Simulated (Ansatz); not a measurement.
Isomers of C$_{3}$H$_{4}$AlF, relaxed with PBE0-D4/def2-TZVP in Ansatz; electronic energies, one conformer each and not always the lowest. Functionals use def2-TZVPP; CBS adds triple-zeta CCSD(T) − MP2 to the MP2 limit of def2-TZVPP and def2-QZVPP.

(1) Order them by energy at frozen-core CCSD(T)/CBS, lowest first. (Estimate.)
A. `C#[C][Al]([CH3])[F]`
B. `FC[C]1=[CH][AlH]1`
C. `[CH3][Al]1[CH]=[C]1F`
D. `C=[C]1[AlH][CH]1F`
E. `F[C]1=C[CH2][AlH]1`

(2) How do B2PLYP, PBE-D4, ωB97M-V, B3LYP place them (kJ/mol, against `C#[C][Al]([CH3])[F]`)? (Best estimate.)

Results:

(1) A (0.0 kJ/mol), E (279.8 kJ/mol), C (298.5 kJ/mol), B (354.8 kJ/mol), D (421.2 kJ/mol).

(2) Ansatz gave: 
```
                isomer  B2PLYP  PBE-D4  ωB97M-V  B3LYP
   `C=[C]1[AlH][CH]1F`   418.2   354.8    404.2  402.5
`[CH3][Al]1[CH]=[C]1F`   295.0   243.7    276.2  283.6
   `FC[C]1=[CH][AlH]1`   353.9   309.5    335.7  343.8
  `F[C]1=C[CH2][AlH]1`   280.3   228.3    257.9  270.0
```

B3LYP here is the variant with VWN-RPA as its local correlation; programs differ in this.
